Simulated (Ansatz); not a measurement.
All numbers were calculated with Ansatz.

A structure relaxed at PBE0-D4/def2-TZVP, charge 0, multiplicity 1:

```csv
atom,x (Å),y (Å),z (Å)
F1,2.5223,-0.5604,1.2616
B2,1.8427,-0.3742,0.1493
Cl3,2.7426,-0.2153,-1.3458
B4,0.1730,-0.1857,0.1180
O5,-0.9021,-0.9918,-0.0837
Si6,-1.5567,0.5844,0.0652
F7,-2.2334,1.0922,-1.2804
H8,-2.5884,0.6509,1.1158
```

Problem. Give its formula and SMILES.

Solution. B2ClF2HOSi, `FB(Cl)B1O[SiH]1F`.

Problem. Summarise the bond lengths by kind.

Solution. 1 × B–F 1.317 Å; 1 × B–Cl 1.752 Å; 1 × B–B 1.681 Å; 1 × B–O 1.359 Å; 1 × B–Si 1.894 Å; 1 × O–Si 1.713 Å; 1 × F–Si 1.589 Å; 1 × H–Si 1.474 Å.
